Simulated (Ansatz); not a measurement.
F$_{5}$OSi$_{2}$, charge +2, doublet, geometry from GFN2-xTB of the parent state (a state made from the parent by changing its charge; the spin is typed, not shown lowest); B3LYP/aug-cc-pVDZ (Ansatz, an electronic-structure program).

Ansatz was given this input:
Ansatz 0.2 input:
```yaml
crystal:
  periodic: [false, false, false]
  atoms:
    - {symbol: F, position_ang: [2.20011764, -1.06442519, 0.65487727]}
    - {symbol: Si, position_ang: [1.70428557, -0.29486835, -0.65210567]}
    - {symbol: F, position_ang: [2.27772733, 1.17402423, -0.40915710]}
    - {symbol: O, position_ang: [0.09817923, -0.22147890, -0.63504472]}
    - {symbol: Si, position_ang: [-1.26633224, 0.06062436, 0.13167171]}
    - {symbol: F, position_ang: [-1.11751161, 1.09439036, 1.30740527]}
    - {symbol: F, position_ang: [-1.83542376, -1.27737525, 0.73129263]}
    - {symbol: F, position_ang: [-2.29344075, 0.63463556, -0.91036990]}
basis:
  gaussian:
    orbitals: aug-cc-pVDZ
hamiltonian:
  xc: b3lyp
total_charge: 2
magnetization: {spin_polarized: false, initial_magnetization: 1}
```

What the program printed (banner, timings and long lists left out):

```
Functional definition: B3LYP
1751 factors; their error is unknown
mean field evaluation 1: about -31337.5870 eV, gradient 1.3e2 eV
mean field evaluation 2: about -31011.8722 eV, gradient 3.4e2 eV
mean field evaluation 4: about -31363.1222 eV, gradient 5.3e1 eV
mean field evaluation 8: about -31367.3258 eV, gradient 1.8e1 eV
mean field evaluation 16: about -31368.0819 eV, gradient 3.8e0 eV
mean field evaluation 32: about -31368.2664 eV, gradient 1.3e-4 eV
mean field evaluation 64: about -31368.1897 eV, gradient 8.2e-1 eV
mean field evaluation 96: about -31368.2034 eV, gradient 1.4e0 eV
mean field evaluation 128: about -31319.3128 eV, gradient 6.3e1 eV
mean field -31368.26641422 eV, -1152.7625285481 hartree, gradient 4.8e-6 eV, S^2 0.750000; 9 other end points of the search recorded, 0 dependent functions left out
reference -31368.26674118 eV, -1152.7625405633 hartree; 40, 39 occupied and 152, 153 virtual orbitals, 1751 factors
Total energy: -31368.26674118 eV, -1152.7625405633 hartree
```
